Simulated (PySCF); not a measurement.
**Vibration and rotation of InSe**

UHF-CCSD(T) constants of InSe, ²Π (doublet), unpaired electrons π ↑ (In def2-SVP with ECP28, Se def2-SVP; scalar-relativistic core potentials (PySCF 2.14); masses 114.9039 and 79.9165 u):

| Item | Value |
| --- | --- |
| ωe | 206.2 cm⁻¹ |
| ωexe | 0.427 cm⁻¹ |
| Be | 0.050512 cm⁻¹ |
| αe | 0.000155 cm⁻¹ |
| D (centrifugal) | 1.21e-08 cm⁻¹ |
| De to In + Se | 2.56 eV |

(1) Give the vibrational terms G(v) and spacings up to v = 6.

(2) How well does the Morse estimate ωe²/(4ωexe) reproduce De, and what is D0?

Correlated steps freeze 13 core orbitals. Correlated levels converge slowly with the basis: in double zeta they bind strong bonds too weakly, by up to about 1 eV, and carry superposition errors of some tenths. Spin–orbit coupling is left out, which matters for elements this heavy, above all for dissociation energies. The state was picked by a PBE0 search and need not be the measured ground state.

## Answers

(1) G(v) = ωe(v+½) − ωexe(v+½)².

```json
{"v": "0", "G(v) (cm⁻¹)": "103.0", "G(v) − G(v−1)": "", "Bv (cm⁻¹)": "0.05043"}
{"v": "1", "G(v) (cm⁻¹)": "308.3", "G(v) − G(v−1)": "205.3", "Bv (cm⁻¹)": "0.05028"}
{"v": "2", "G(v) (cm⁻¹)": "512.8", "G(v) − G(v−1)": "204.5", "Bv (cm⁻¹)": "0.05012"}
{"v": "3", "G(v) (cm⁻¹)": "716.5", "G(v) − G(v−1)": "203.6", "Bv (cm⁻¹)": "0.04997"}
{"v": "4", "G(v) (cm⁻¹)": "919.3", "G(v) − G(v−1)": "202.8", "Bv (cm⁻¹)": "0.04981"}
{"v": "5", "G(v) (cm⁻¹)": "1121.2", "G(v) − G(v−1)": "201.9", "Bv (cm⁻¹)": "0.04966"}
{"v": "6", "G(v) (cm⁻¹)": "1322.3", "G(v) − G(v−1)": "201.1", "Bv (cm⁻¹)": "0.04950"}
```

(2) It gives 3.09 eV, 121 % of the computed De. D0 = De − G(0) = 2.56 − 0.01 = 2.55 eV.
